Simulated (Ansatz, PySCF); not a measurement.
CH7ClO2Si2, SMILES OC[SiH2]O[SiH2]Cl. Atoms are numbered in the order given.

```xyz
13

O     -1.8959     1.2768     0.5966
C     -2.2954    -0.0361     0.1954
Si    -1.1174    -1.2769     1.0075
O      0.4449    -0.8219     0.5911
Si     1.3468     0.4984     0.2267
Cl     0.5803     1.4262    -1.4981
H     -1.4300     1.6843    -0.1469
H     -3.3397    -0.2116     0.5132
H     -2.2817    -0.1560    -0.9037
H     -1.2478    -1.2242     2.4895
H     -1.3296    -2.6704     0.5264
H      1.3249     1.5143     1.3041
H      2.7189     0.0638    -0.1145
```

The structure is a stationary point at B3LYP-D3(BJ)/def2-SVP. This is a generated structure with no PubChem entry under its InChIKey; it may be hypothetical. The values are those of a single conformer.

Two levels are set side by side: PBE-D3(BJ)/def2-SVP (Ansatz, an electronic-structure program) and B3LYP-D3(BJ)/def2-SVP (Ansatz). Each level has its own optimised geometry; the coordinates shown are those of the second. Frequencies come from the Hessian of PySCF at each geometry. Differences are taken from unrounded values.

```
quantity                            B3LYP-D3(BJ)  PBE-D3(BJ)  PBE-D3(BJ) minus B3LYP-D3(BJ)
----------------------------------  ------------  ----------  -----------------------------
mean bond length (Å)                       1.489       1.500                          0.011
bond O1–C2 (Å)                             1.430       1.432                          0.002
bond C2–Si3 (Å)                            1.894       1.903                          0.009
bond Si3–O4 (Å)                            1.680       1.696                          0.016
bond O4–Si5 (Å)                            1.640       1.653                          0.013
bond Si5–Cl6 (Å)                           2.103       2.110                          0.007
bond O1–H7 (Å)                             0.967       0.979                          0.011
bond C2–H8 (Å)                             1.106       1.114                          0.008
bond C2–H9 (Å)                             1.106       1.115                          0.009
bond Si3–H10 (Å)                           1.489       1.503                          0.014
bond Si3–H11 (Å)                           1.489       1.503                          0.014
bond Si5–H12 (Å)                           1.481       1.496                          0.015
bond Si5–H13 (Å)                           1.479       1.493                          0.014
highest harmonic wavenumber (cm⁻¹)          3791        3628                           -162
mean harmonic wavenumber (cm⁻¹)             1116        1082                            -34
zero-point energy (kcal/mol)               52.66       51.05                          -1.61
```

GGA bonds tend to be longer and softer than those of functionals with exact exchange. Differences between two approximate levels are no errors against the true value.
